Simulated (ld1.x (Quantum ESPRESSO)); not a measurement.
Configuration tests for Zn (TM)

```
Element                 : Zn (Z = 30)
Generator               : ld1.x (Quantum ESPRESSO) 7.5
Type                    : norm-conserving Troullier–Martins (Kleinman–Bylander form)
Functional              : LDA (PZ)
Relativity              : scalar-relativistic
Frozen core             : [Ar]
Valence charge          : 12
Reference configuration : 3d10 4s1 4p1
Partial waves           : 4s (bound): rc 2.05 bohr; 4p (bound): rc 2.00 bohr; 3d (bound): rc 1.35 bohr
Local potential         : the d channel
Core correction         : Bessel-smoothed model core inside 0.82 bohr
```

Energies are relative to the spin-unpolarised reference configuration 3d10 4s1 4p1; without spin polarisation the order of configurations can differ from experiment. Spin-polarised rows fill each open shell by Hund’s rule, majority spin first.

```json
{"valence configuration": "3d10 4s1 4p0", "charge": "+1", "ΔE all-electron (eV)": "5.006", "error AE − PS (meV)": "-2.0"}
{"valence configuration": "3d10 4s0 4p0", "charge": "+2", "ΔE all-electron (eV)": "23.775", "error AE − PS (meV)": "-25"}
{"valence configuration": "3d10 4s0 4p1", "charge": "+1", "ΔE all-electron (eV)": "11.430", "error AE − PS (meV)": "-5.0"}
{"valence configuration": "3d9 4s2 4p1", "charge": "0", "ΔE all-electron (eV)": "7.171", "error AE − PS (meV)": "-231"}
{"valence configuration": "3d10 4s1.5 4p0", "charge": "+0.5", "ΔE all-electron (eV)": "-1.106", "error AE − PS (meV)": "-0.3"}
{"valence configuration": "3d10 4s1 4p1 (spin-polarised)", "charge": "0", "ΔE all-electron (eV)": "-0.620", "error AE − PS (meV)": "+1.5"}
{"valence configuration": "3d10 4s1 4p0 (spin-polarised)", "charge": "+1", "ΔE all-electron (eV)": "4.758", "error AE − PS (meV)": "-2.3"}
```

(1) What are ΔE and the potential's error for 3d8 4s0 4p0?

(2) What are ΔE and the potential's error for 3d10 4s2 4p0?

Note: ghost states, extra bound levels that the all-electron valence spectrum of the same l lacks: s at -270.7 eV, p at -99.8 eV. A true bound ghost makes a file unfit for plane-wave use.

## Answers

(1) ΔE = 126.814 eV all-electron; the error (AE − PS) is -989 meV.

(2) ΔE = -5.184 eV all-electron; the error (AE − PS) is -0.7 meV.

These tests converged, but a pseudo level misses the all-electron one widely, so the file describes the atom poorly there or has found another state: 3d8 4s0 4p0: empty 4s by 8.4 eV (a node warning on the way).
